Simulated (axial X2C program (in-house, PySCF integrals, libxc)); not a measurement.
# How long does AsS take?

A bond scan computed with an in-house relativistic program for diatomic molecules. Basis: As dyall-cv3z [9s9p6d4f1g], S dyall-av3z [9s8p3d2f] (cores contracted in-house).

Input:
```json
{"zs": [33, 16], "q": 0, "bas": ["dyall-cv3z", "dyall-av3z"], "levels": ["PBE0", "HF", "B3LYP"], "cc": true, "r0": 2.08, "thr": -2.0, "nmax": 90, "npts": 10, "nst": 2, "ntry": 6}
```
```bash
python so2c.py task.json out
```

Keys: zs atomic numbers; q charge; bas basis sets; levels methods; cc coupled cluster on or off; r0 starting distance in Å; thr threshold in hartree for freezing inner shells (an s shell follows its p shell); nmax most natural virtual spinors; npts points on the curve; nst determinants followed; ntry starts of the search. HF also brings MP2.

Hardware: 1 thread of Arm Neoverse V1, with other jobs on the host.

Wall time of one point of each curve, integrals apart:

```
Hamiltonian                                level  points  seconds a point
  spin-free                                 PBE0      10             0.76
  spin-free                                   HF      10             0.46
  spin-free  CCSD(T) (11 electrons, 90 virtuals)       7              5.1
  spin-free                                B3LYP      10             0.84
         2c                                 PBE0      10              1.1
         2c                                   HF      10              0.8
         2c  CCSD(T) (11 electrons, 90 virtuals)       7              5.7
         2c                                B3LYP      10              1.1
```

The rest:

Search with its distance optimisation 22 s, atoms 7.8 s, whole task 170 s. Coupled cluster runs on the points near the minimum only. The program drops outer points, and coupled cluster, when its time limit (not in the input) nears; MP2, further determinants and curves that did not converge are not in the table.
